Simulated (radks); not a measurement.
Values are calculated unless marked as measured or tabulated.
Task: All-electron atom: Tl+ in [Hg]. Level of theory: scalar-relativistic Kohn-Sham, LB94 model potential, spin-polarised, spherical densities, finite nucleus; Fermi nuclear charge, rms radius 5.4759 fm (a radial shooting solver on a logarithmic mesh with Libxc functionals). Some entries of the table are withheld. Estimate them.

orbital,occ.,eigenvalue (eV),<r> (bohr),r(max) (bohr)
1s,2,-85871.21,0.01630,(1)
2s,2,-15319.34,0.06865,0.05809
2p,6,-13188.61,(2),0.04827
3s,2,-3674.333,0.1773,0.1639
3p,6,-3060.623,0.1789,0.1637
3d,10,-2422.335,0.1621,0.1333
4s,2,(3),0.3921,0.3691
4p,6,-629.9156,0.4180,0.3893
4d,10,-394.0404,0.4398,(4)
5s,2,(5),0.8715,0.8026
4f,14,-132.7257,0.4652,0.3578
5p,6,-90.4358,1.003,0.9002
5d,10,-29.3640,1.372,1.115
6s,2,-22.5785,2.313,2.008

Result: 
(1) 1s r(max) (bohr): 0.01003
(2) 2p <r> (bohr): 0.06223
(3) 4s eigenvalue (eV): -830.2380
(4) 4d r(max) (bohr): 0.3961
(5) 5s eigenvalue (eV): -146.0495
